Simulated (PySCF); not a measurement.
**Radial density of Ga+ (gallium, charge +1)**

UHF, [Ar] 3d10 4s2, closed-shell 1S. Calculation: PySCF 2.14, in aug-cc-pVQZ-PP with ECP10MDF (7s6p5d3f2g, 89 functions); scalar relativity through the core potential. This is the valence pseudo-density: the core potential removes the inner electrons and smooths the orbitals near the nucleus.

```
r (bohr)  4πr²ρ (e/bohr)
 0.00178       1.504e-05
 0.00299       4.126e-05
 0.00503       0.0001084
 0.00846       0.0002661
  0.0142       0.0006144
  0.0239        0.001370
  0.0403        0.004636
  0.0677         0.03875
   0.114          0.3908
   0.192           2.777
   0.322           12.95
   0.542           26.78
   0.912           13.50
    1.53           2.799
    2.58          0.8547
    4.34         0.08687
    7.30       0.0005116
```

Energies and moments cover only the electrons outside the core potential.
